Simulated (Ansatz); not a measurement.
`[NH2][Ge][O][SiH3]` and `[OH][Ge][O][SiH3]` differ in one atom or group.

Ansatz, PBE0-D4/def2-TZVP geometries, multiplicity 1. Each molecule was computed in one conformer, which needn't be the lowest.

Scalar relativity is left out up to krypton.

```tsv
property	`[NH2][Ge][O][SiH3]`
HOMO energy (B3LYP/def2-TZVPP) / eV	-7.13
HOMO–LUMO gap (B3LYP/def2-TZVPP) / eV	5.57
HOMO energy (PBE0/def2-TZVPP) / eV	-7.29
HOMO–LUMO gap (ωB97M-V/def2-TZVPP) / eV	10.11
HOMO energy (ωB97M-V/def2-TZVPP) / eV	-9.51
HOMO energy (PBE/def2-TZVPP) / eV	-6.14
```

Q: Give the same properties after the change, and the shifts. (Estimate.)

A: The calculation gave: 
```
                               property  `[OH][Ge][O][SiH3]`  shift
    HOMO energy (B3LYP/def2-TZVPP) / eV                -7.66  -0.53
  HOMO–LUMO gap (B3LYP/def2-TZVPP) / eV                 5.60   0.03
     HOMO energy (PBE0/def2-TZVPP) / eV                -7.82  -0.53
HOMO–LUMO gap (ωB97M-V/def2-TZVPP) / eV                10.21   0.10
  HOMO energy (ωB97M-V/def2-TZVPP) / eV               -10.06  -0.55
      HOMO energy (PBE/def2-TZVPP) / eV                -6.62  -0.48
```

The zero-point energy changes by -31.5 kJ/mol with -3 modes.

B3LYP here is the variant with VWN-RPA as its local correlation; programs differ in this.
